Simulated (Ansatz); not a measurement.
C₁₁H₁₃ClTi (`[CH3][Ti]12345678([Cl])([C@H]9[C@@H]1[C@@H]2[C@@H]3[C@H]94)[C@H]1[C@@H]5[C@@H]6[C@@H]7[C@H]18`) at its PBE0-D4/def2-TZVP geometry, where that method's forces vanish. Total charge 0; spin multiplicity 1.

| atom | x (Å) | y (Å) | z (Å) |
| --- | --- | --- | --- |
| C1 | -0.108 | -2.146 | 0.485 |
| Ti2 | -0.392 | -0.042 | 0.100 |
| Cl3 | -2.643 | -0.120 | 0.627 |
| C4 | -0.193 | 0.412 | 2.435 |
| C5 | -0.326 | 1.654 | 1.779 |
| C6 | 0.797 | 1.835 | 0.958 |
| C7 | 1.626 | 0.698 | 1.096 |
| C8 | 1.017 | -0.171 | 2.023 |
| C9 | -1.007 | -0.797 | -2.092 |
| C10 | 0.394 | -0.914 | -1.974 |
| C11 | 0.924 | 0.379 | -1.821 |
| C12 | -0.154 | 1.297 | -1.838 |
| C13 | -1.339 | 0.565 | -2.025 |
| H14 | 0.924 | -2.492 | 0.391 |
| H15 | -0.455 | -2.349 | 1.501 |
| H16 | -0.730 | -2.711 | -0.211 |
| H17 | -0.925 | -0.035 | 3.089 |
| H18 | -1.173 | 2.318 | 1.854 |
| H19 | 0.992 | 2.688 | 0.328 |
| H20 | 2.569 | 0.530 | 0.600 |
| H21 | 1.407 | -1.121 | 2.348 |
| H22 | -1.709 | -1.613 | -2.162 |
| H23 | 0.956 | -1.833 | -1.986 |
| H24 | 1.968 | 0.629 | -1.716 |
| H25 | -0.082 | 2.369 | -1.751 |
| H26 | -2.338 | 0.971 | -2.037 |

(1) For each bond, give half the difference of the two atoms' forces along it (eV/Å; positive pushes the atoms apart) under PBE-D4, r2SCAN-D4, B3LYP-D4, ωB97M-V in def2-TZVPP. (Best estimate.)

Answers

(1) Ansatz gave: 
```csv
bond,length (Å),PBE-D4,r2SCAN-D4,B3LYP-D4,ωB97M-V
C1–H14,1.093,0.07,-0.04,-0.08,-0.01
Ti2–Cl3,2.313,0.00,0.01,0.07,0.14
Ti2–C4,2.387,0.11,0.08,0.10,0.03
Ti2–C5,2.387,0.07,0.08,0.12,0.05
Ti2–C6,2.381,0.09,0.11,0.16,0.02
Ti2–C8,2.388,0.15,0.12,0.13,0.01
Ti2–C12,2.367,0.07,0.09,0.15,0.03
C4–H17,1.078,-0.04,-0.11,-0.17,-0.11
C5–H18,1.079,-0.04,-0.12,-0.17,-0.11
C6–H19,1.078,-0.04,-0.12,-0.17,-0.10
C9–C13,1.404,0.19,0.14,0.14,0.08
C9–H22,1.079,-0.03,-0.11,-0.17,-0.11
C10–H23,1.078,-0.04,-0.12,-0.17,-0.11
C13–H26,1.078,-0.04,-0.12,-0.17,-0.11
```

B3LYP here is the variant with VWN-RPA as its local correlation; programs differ in this.
